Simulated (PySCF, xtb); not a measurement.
Si(CCH)(F)3 (C₂HF₃Si), SMILES C#C[Si](F)(F)F.

Harmonic wavenumbers (cm⁻¹) from GFN2-xTB in xtb 6.7.1 at its own minimum, in rising order: 119, 119, 209, 210, 267, 315, 315, 654, 690, 690, 891, 939, 939, 2226, 3367.

Question: What does PBE-D3(BJ)/def2-SVP (PySCF 2.14.0) give at its own minimum? (An estimate is asked for; the answer gives what the named calculation found.)

Answer: 128, 128, 266, 266, 338, 378, 378, 627, 719, 719, 860, 971, 971, 2110, 3387. Paired by order, the mean absolute difference is 43 cm⁻¹ and the zero-point energies are 17.1 and 17.5 kcal/mol.
